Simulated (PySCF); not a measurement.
PySCF job for Mg(Et)(SH) (C2H6MgS), SMILES C[CH2][Mg][SH], C-PCM-PBE0/def2-SVP. Geometry: PBE0-D3(BJ)/def2-SVP. The structure was generated by enumeration; whether it is a known compound was not checked. Other conformers were not sampled.

```python
import numpy as np
from pyscf import gto, scf, dft
from pyscf.solvent import pcm

mol = gto.M(
    atom='''
    Mg   -0.03521830   -0.00375690    0.26689657
    C     0.57366985   -1.94500589   -0.26397282
    C     0.84387841   -2.17726130   -1.75225367
    H    -0.19824167   -2.65198949    0.09291477
    H     1.47684471   -2.19036074    0.32510973
    H     1.64180797   -1.52158664   -2.13957677
    H    -0.04732134   -1.98725189   -2.37373228
    H     1.15974801   -3.21367316   -1.96918499
    S    -0.69950004    2.15638137    0.80367397
    H    -0.92350695    1.84144588    2.10028602
    ''',
    basis='def2-SVP',
    charge=0,
    spin=0,
    max_memory=1600,
    verbose=3,
)
mf = dft.RKS(mol, xc='pbe0').density_fit(auxbasis='def2-universal-jkfit')
mf.grids.level = 3
mf.conv_tol = 1e-9
mf.max_cycle = 100
mf.kernel()
res = {}
for name, eps in {'water': 78.355, 'n-hexane': 1.8819, 'diethylether': 4.24}.items():
    s = mf.PCM()
    s.with_solvent.method, s.with_solvent.eps, s.with_solvent.lebedev_order = 'C-PCM', eps, 29
    s.kernel(mf.make_rdm1())
    res[name] = (s.e_tot, eps, s.dip_moment(), s.mo_energy, s.converged)
    print(f'{name}: electrostatic solvation free energy {(s.e_tot - mf.e_tot) * 627.509474:.3f} kcal/mol')
```

Output:

```
converged SCF energy = -677.526296487089

WARN: PCM is an experimental feature. It is still in testing.
Features and APIs may be changed in the future.

converged SCF energy = -677.544078386981
Dipole moment(X, Y, Z, Debye):  0.37906, -2.16613,  0.73717
water: electrostatic solvation free energy -11.158 kcal/mol

WARN: PCM is an experimental feature. It is still in testing.
Features and APIs may be changed in the future.

converged SCF energy = -677.533825069525
Dipole moment(X, Y, Z, Debye):  0.36036, -1.93253,  0.56258
n-hexane: electrostatic solvation free energy -4.724 kcal/mol

WARN: PCM is an experimental feature. It is still in testing.
Features and APIs may be changed in the future.

converged SCF energy = -677.539369799053
Dipole moment(X, Y, Z, Debye):  0.37219, -2.06259,  0.65411
diethylether: electrostatic solvation free energy -8.204 kcal/mol
```

The calculation finished and met its thresholds.

Cost: very roughly 50 core-seconds.
